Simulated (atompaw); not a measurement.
Building the PAW (atompaw) potential for Al (PBE, scalar-relativistic).

aluminium (Al), PAW, made with atompaw 4.2.0.5 (PBE, scalar-relativistic). Core [He], reference 2s2 2p6 3s2 3p1. Waves: 2s (bound); 3s (bound); 2p (bound); 3p (bound). Local part: ultrasoft scheme with l = 2 at 0 Ry, radius 1.15 bohr. Core correction: smooth core density matched at 0.85 bohr. Augmentation charge: besselshape compensation charge, radius 1.00 bohr; PAW radius 1.25 bohr; waves and projectors: bloechl.

All-electron outer shells of the reference configuration (PBE, scalar-relativistic, ld1.x):

```csv
shell,level (eV),outermost node (bohr),outermost maximum (bohr)
1s,-1511.14,–,0.08
2s,-108.17,0.16,0.50
2p,-69.64,–,0.43
3s,-7.75,0.80,2.09
3p,-2.71,0.82,2.64
```

Question: Is a potential produced?

Answer: No. atompaw 4.2.0.5 stopped with "atompaw: terminating projector 1000": the iteration for the Blöchl projector did not settle.
